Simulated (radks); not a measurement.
The mean radii <r> (bohr) of the occupied orbitals of an atom or ion are listed with their occupations. All-electron calculation, Dirac Kohn-Sham, PBE, spin-unpolarised, spherical densities, finite nucleus; Fermi nuclear charge, rms radius of each element as measured or else 0.836 A^(1/3) + 0.57 fm. Program: a radial shooting solver on a logarithmic mesh with Libxc functionals.

orbital  occ.      <r>
1s1/2       2  0.06355
2s1/2       2   0.2929
2p1/2       2   0.2579
2p3/2       4   0.2608
3s1/2       2   0.8977
3p1/2       2   0.9506
3p3/2       4   0.9592
3d3/2       4    1.226

Name the element and its charge. Open shells, if any, fill j = l - 1/2 first.

Answer. Z = 24, chromium, charge +2: Cr2+ in [Ar] 3d4. The 1s radius gives Z: for a bare nucleus <r> = (2 gamma + 1)/(2Z) with gamma = sqrt(1 - (Z/c)^2), 0.06186 bohr for Z = 24, and screening makes it slightly larger (0.06355 here). The occupations add up to 22, and the charge is Z minus that.
